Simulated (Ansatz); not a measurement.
Ansatz (a program for electronic structure) input:

Ansatz 0.2 input:
```yaml
crystal:
  periodic: [false, false, false]
  atoms:
    - {symbol: B, position_ang: [-0.33798655, 0.09072788, -0.26029403]}
    - {symbol: F, position_ang: [0.16984528, 1.06678607, 0.49152463]}
    - {symbol: H, position_ang: [-1.29656343, 0.31832136, -0.94508974]}
    - {symbol: N, position_ang: [0.12028459, -1.22942007, -0.18464519]}
    - {symbol: H, position_ang: [0.61589645, -1.76709498, -0.88464550]}
basis:
  gaussian:
    orbitals: def2-TZVP
hamiltonian:
  xc: b3lyp
  dispersion: d3bj
magnetization: {spin_polarized: true, initial_magnetization: 1}
phonons: {temperatures: {t_min: 298.15, t_max: 298.15, t_step: 100}}
```

**Question.** What final total energy does it print?

**Answer.** -180.74339 Eh (B3LYP-D3(BJ)/def2-TZVP). The basis has 105 functions.

It need not be the lowest isomer of its formula.
